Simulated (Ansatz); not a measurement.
In2Sn. Total charge 0; singlet. Geometry PBE0-D4/def2-SVP.

```tsv
atom	x (Å)	y (Å)	z (Å)
In1	1.101	-1.702	-1.305
In2	-1.419	1.946	0.100
Sn3	0.318	-0.244	1.205
```

In the def2 sets In, Sn take a core potential, while STO-3G treats all electrons; there is no spin–orbit coupling. The restricted singlet is unstable towards broken spin symmetry in Hartree–Fock (as tested in another run); at HF/STO-3G this wasn't settled. The restricted singlet is unstable towards broken spin symmetry at other levels; at PBE-D4/def2-SVP, r2SCAN-D4/def2-TZVPD, PBE0-D4/def2-SVP this wasn't settled. At PBE-D4/def2-SVP an occupied level lies above an empty one. At PBE0-D4/def2-TZVP the restricted singlet is unstable: a solution with broken spin symmetry lies lower. At PBE0-D4/def2-TZVP a triplet of charge 0 lies 0.56 eV below the restricted singlet, each at its own geometry. The structure comes from a short search, and lower isomers may exist.

Q: Estimate the orbital energies around the gap (eV) in Ansatz with HF/STO-3G, PBE-D4/def2-SVP, r2SCAN-D4/def2-TZVPD, PBE0-D4/def2-SVP, PBE0-D4/def2-TZVP.

A: 
| orbital | HF/STO-3G | PBE-D4/def2-SVP | r2SCAN-D4/def2-TZVPD | PBE0-D4/def2-SVP | PBE0-D4/def2-TZVP |
| --- | --- | --- | --- | --- | --- |
| HOMO−5 | -11.78 | -18.06 | -18.64 | -20.62 | -20.56 |
| HOMO−4 | -10.34 | -10.72 | -11.06 | -12.00 | -11.95 |
| HOMO−3 | -7.09 | -8.26 | -8.51 | -9.28 | -9.26 |
| HOMO−2 | -5.00 | -7.48 | -7.68 | -8.34 | -8.33 |
| HOMO−1 | -1.93 | -3.80 | -3.99 | -4.47 | -4.47 |
| HOMO | -1.59 | -3.77 | -3.96 | -4.41 | -4.42 |
| LUMO | 4.67 | -4.02 | -3.94 | -3.30 | -3.28 |
| LUMO+1 | 6.18 | -2.34 | -2.28 | -1.80 | -1.81 |
| LUMO+2 | 6.33 | -2.33 | -2.21 | -1.69 | -1.69 |
| LUMO+3 | 6.49 | -1.82 | -1.74 | -1.27 | -1.28 |
| LUMO+4 | 7.53 | -1.74 | -1.55 | -0.99 | -1.03 |
| LUMO+5 | 11.08 | -0.18 | -0.04 | 0.39 | 0.19 |
